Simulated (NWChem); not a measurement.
Molecule: InI$_{2}$F; SMILES [In]([F])([I])[I]

```xyz
4

In     0.0000     0.0000     0.6622
F      0.0000     0.0000     2.6127
I     -2.3552     0.0000    -0.5360
I      2.3552     0.0000    -0.5360
```
Atoms are numbered in this order, from 1.

Level: PBE0/def2-SVP with def2 effective core potentials on In, I (NWChem), optimised geometry, unscaled harmonic frequencies. def2 effective core potentials on In, I; no spin-orbit coupling.

```csv
frequency (cm⁻¹),IR intensity (km/mol)
49,0.9
93,12.6
116,21.3
177,2.6
244,54.1
617,65.1
```

```json
{
 "zero_point_energy": "1.9 kcal/mol",
 "thermal correction to the enthalpy at 298.15 K (with zero-point energy)": "6.4 kcal/mol",
 "heat capacity Cv": "16.5 cal/(mol K)",
 "entropy at 298.15 K and 1 atm (symmetry number 2)": "90.2 cal/(mol K)"
}
```

Rigid rotor and harmonic oscillator; modes under 100 cm⁻¹ make the entropy uncertain.
